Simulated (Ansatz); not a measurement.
`C[SiH2][AsH2]` + `N[SiH3]` → `[SiH3]N[AsH2]` + `C[SiH3]` at 400 K and 1 bar (cleavage of the As–Si bond).

Computed with Ansatz on PBE0-D4/def2-TZVP structures; ΔE is electronic, products minus reactants. CBS: MP2 limit from def2 TZ/QZ plus the TZ coupled-cluster correction, frozen cores. This one scheme is used for every species. For As outer-core shells are correlated without core-valence functions, which leaves a few kJ/mol of doubt a bond. Scalar relativity is left out up to krypton.

```
        species  CCSD(T)/CBS energy (Eh)  H − E (kJ/mol)  S (J/(mol·K))
`C[SiH2][AsH2]`              -2566.35921           212.7          363.9
      `N[SiH3]`               -346.80422           153.0          285.3
`[SiH3]N[AsH2]`              -2582.40077           177.9          361.1
      `C[SiH3]`               -330.73916           180.9          277.1
```

H − E and S are ideal-gas, rigid-rotor, harmonic terms from PBE0-D4/def2-TZVP, for one conformer and one mirror image of each species. 1 Eh = 2625.50 kJ/mol, R = 8.31446 J/(mol·K).

Q: By hand: ΔE, ΔH, ΔS and ΔG.

A: ΔE = (-2582.40077) + (-330.73916) − (-2566.35921) − (-346.80422) = 0.02350 Eh = 61.7 kJ/mol. Δ(H − E) = 177.9 + 180.9 − 212.7 − 153.0 = -6.9, so ΔH = 54.8 kJ/mol. ΔS = 361.1 + 277.1 − 363.9 − 285.3 = -11.0 J/(mol·K). ΔG = 54.8 − 400 × (-11.0)/1000 = 59.2 kJ/mol.

Q: By hand: the equilibrium constant, and the temperature at which ΔG would vanish if ΔH and ΔS stayed fixed.

A: log₁₀ K = −ΔG/(RT ln 10) = -7.7. ΔH and −TΔS have one sign here, so there is no such temperature.

The number of gas molecules stays the same, so ΔS is small and ΔH decides. A doubt of 5 kJ/mol in ΔE shifts log₁₀ K by 0.7 here. Other conformers and mirror images would add mixing entropy, several J/(mol·K) or more a flexible species. These are equilibria of isolated gas molecules and say nothing of rates. Largest T1 diagnostic: 0.011 (customary marks: 0.02 for closed shells, 0.045 for open ones).

ΔS is within the doubt of such terms, so its sign, and with it that verdict, could turn.
